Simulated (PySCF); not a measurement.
Run record for `CN(B)C=C`: PBE0/IGLO-II, level shift 0.1 Eh, start guess vsap, full TDDFT, 6 singlets.

Method: TDDFT PBE0/IGLO-II, vertical, gas phase, core orbitals frozen in the response (PySCF 2.14.0, density-fitted response routines). Geometry: GFN2-xTB. The input is one job of a driver script: a line of settings, then coordinates in Å.

Command:
```bash
OMP_NUM_THREADS=1 python probes_run.py task.json out
```

Input:
```
{"job": {"kind": "uv", "xc": "PBE0", "basis": "IGLO-II", "nstates": 6, "ntriplets": 0, "tda": false, "scf": {"level_shift": 0.1, "guess": "vsap"}}, "charge": 0, "multiplicity": 1}
B     -1.134648     1.522078    -0.038043
N     -0.371467     0.358484    -0.017031
C     -0.959605    -0.964335    -0.087130
C      1.014950     0.393604     0.073805
C      1.844983    -0.642064     0.103065
H     -0.599519     2.561542     0.021710
H     -2.299976     1.440353    -0.114868
H     -0.592493    -1.502005    -0.965237
H     -2.040156    -0.876184    -0.156262
H     -0.708453    -1.543655     0.805179
H      1.408895     1.398629     0.122568
H      1.528351    -1.668260     0.059178
H      2.904750    -0.477700     0.175340
```

Question: What does the run print?

Answer: 
```
final grid: 98800 points
cycle   1  E = -195.1583567383  dE =  1.779e+00  |g| = 3.535e+00  |ddm| = 8.852e+00
cycle   2  E = -182.6412704823  dE =  1.252e+01  |g| = 7.694e+00  |ddm| = 9.638e+00
cycle   3  E = -197.9014998902  dE = -1.526e+01  |g| = 1.585e+00  |ddm| = 4.476e+00
cycle   4  E = -198.3900415437  dE = -4.885e-01  |g| = 7.289e-01  |ddm| = 1.243e+00
cycle   5  E = -198.5280275723  dE = -1.380e-01  |g| = 1.633e-01  |ddm| = 4.600e-01
cycle   6  E = -198.5335435867  dE = -5.516e-03  |g| = 7.899e-02  |ddm| = 1.563e-01
cycle   7  E = -198.5349409541  dE = -1.397e-03  |g| = 2.000e-02  |ddm| = 5.271e-02
cycle   8  E = -198.5350288148  dE = -8.786e-05  |g| = 7.511e-03  |ddm| = 1.499e-02
cycle   9  E = -198.5350440033  dE = -1.519e-05  |g| = 1.888e-03  |ddm| = 7.708e-03
cycle  10  E = -198.5350448750  dE = -8.716e-07  |g| = 3.572e-04  |ddm| = 1.644e-03
cycle  11  E = -198.5350449052  dE = -3.024e-08  |g| = 1.232e-04  |ddm| = 4.362e-04
cycle  12  E = -198.5350449088  dE = -3.608e-09  |g| = 1.648e-05  |ddm| = 1.032e-04
cycle  13  E = -198.5350449089  dE = -1.161e-10  |g| = 4.317e-06  |ddm| = 2.592e-05
level shift removed, Fock matrix diagonalised once more
converged SCF energy = -198.5350449089

Static polarisability (au): isotropic 57.919, principal 34.920 54.344 84.494

Singlet excitations
state   eV       nm        f      main configurations
  1   5.6953    217.7   0.35647   H->L 0.96
  2   7.0294    176.4   0.00034   H-1->L 0.97
  3   7.1981    172.2   0.19863   H->L+1 0.83, H-2->L 0.13
  4   7.2051    172.1   0.02922   H->L+2 0.96
  5   7.5469    164.3   0.00034   H->L+3 0.96
  6   8.1961    151.3   0.01959   H-2->L 0.85, H->L+1 0.11
```

H and L stand for HOMO and LUMO; the number after each pair is its weight.

Question: Give the mean polarisability as a volume in Å³, and the ratio of the largest to the smallest principal value.

Answer: 57.919 au × 0.148185 = 8.58 Å³; 84.494/34.920 = 2.42.

Question: Give S1 in cm⁻¹ and kJ/mol.

Answer: 5.6953 eV × 8065.54 = 45936 cm⁻¹; × 96.485 = 549.5 kJ/mol.

In short: SCF converged in 13 cycles with 158 basis and 570 fitting functions; HOMO -6.78 eV, LUMO -0.47 eV; lowest singlet 5.70 eV; mean polarisability 57.9 au.

On an Intel Xeon Platinum 8488C with one thread, no GPU, shared host with 96 logical CPUs at a one-minute load of 17, this took 13 s wall and 0.79 GiB of memory at its peak.

Conformer computed: `[BH2:1][N:2]([CH3:3])[CH:4]=[CH2:5]`: B1–N2–C4–C5 180°.

One conformer stands for the species.
